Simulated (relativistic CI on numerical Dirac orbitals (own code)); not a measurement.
## One change at a time: Te⁴⁰⁺

Base calculation: Dirac-Coulomb-Breit CI, orbitals from a KLI potential per configuration, model QED (radiative potential, 1s self-energy scaled to tabulated hydrogen-like ionisation energies), unscaled Slater integrals.

CI space (outside the closed core [Ne]): 3s2, 3s 3p, 3p2, 3s 3d, 3d2, 3p 3d, 3p 4s, 3d 4s, 3s 4s, 3s 4p, 3s 4d, 3s 4f, 3s 5s, 3s 5p, 3s 5d, 3s 5f, 4s2, 3s 5g, 3s 6s, 3s 6p, 3s 6d. Levels of other configurations are missing.

Variants: (1) valence Slater integrals scaled by 0.9; (2) configuration mixing switched off; (3) Breit term removed. Shifts of the energy above 3s2 1S_0, in eV, for the lowest level and the first level of each name with at least 55 % of one term (blank where a level changes its place among those of its configuration and J or its character, or is not in the variant):

| Level | Base | Δ(1) | Δ(2) | Δ(3) |
| --- | --- | --- | --- | --- |
| 3s2 1S_0 | 0.000 | 0.000 | 0.000 | 0.000 |
| 3s 3p 3P°_0 | 81.872 | +0.329 | -3.354 | -1.163 |
| 3s 3p 3P°_1 | 90.094 | -0.230 | -2.829 | -1.030 |
| 3s 3p 3P°_2 | 152.711 | +0.358 | -3.272 | -0.031 |
| 3s 3p 1P°_1 | 178.549 | -2.214 | -0.564 | -0.100 |
| 3p2 3P_0 | 197.522 | -0.828 | -3.847 | -2.295 |
| 3p2 1D_2 | 259.037 | +0.467 | +4.322 | -0.881 |
| 3p2 3P_1 | 259.976 | -0.029 | -3.194 | -1.268 |
| 3s 3d 3D_1 | 291.114 | -0.341 | -3.817 | +0.409 |
| 3s 3d 3D_2 | 295.082 | -0.567 | -4.598 | +0.534 |
| 3s 3d 3D_3 | 306.655 | -0.335 | -3.822 | +1.177 |
| 3p2 1S_0 | 349.430 | -1.885 | -2.697 | -0.308 |
| 3p 3d 3F°_2 | 379.633 | +0.507 | -3.781 | -0.638 |
| 3p 3d 3D°_1 | 401.196 | -1.617 | -4.929 | -0.754 |

At this charge energies of transitions that change n are usually good to better than 1 %, and those within a shell (Δn = 0) to a few per cent.

Ionisation energy from the two ground configurations alone: base 2953.75 eV; Breit term removed 2955.5 eV. The NIST ASD value (theoretical) is 2954 eV.

LS names give the leading component of a level, which can be under half, so a name can repeat, a term be missing and a line seem to break the LS rules.
